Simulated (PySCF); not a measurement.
BiBr2, SMILES [Br][Bi+][Br] (connectivity only; charge and spin as stated), charge +1, multiplicity 1.

Geometry: B3LYP-D3(BJ)/def2-SVP. The multiplicity is an assumed one; other spin states were not compared. The isomer is the one that the SMILES or the coordinates give; other isomers of the formula were not compared. The def2 effective core potentials stand for the cores of Bi; spin–orbit coupling is left out.

These are B3LYP-D3(BJ)/def2-SVP (PySCF) values and carry that method's errors.

Frequencies are harmonic and unscaled.

| mode | ν (cm⁻¹) | IR (km/mol) | Raman (Å⁴/amu) | depolarisation | moving atoms (share of kinetic energy) |
|---|---|---|---|---|---|
| 1 | 75 | 0.7 | 5.0 | 0.68 | Br 81 %, Bi 19 % |
| 2 | 250 | 26.5 | 8.6 | 0.75 | Br 69 %, Bi 31 % |
| 3 | 251 | 6.4 | 17.3 | 0.13 | Br 76 %, Bi 24 % |
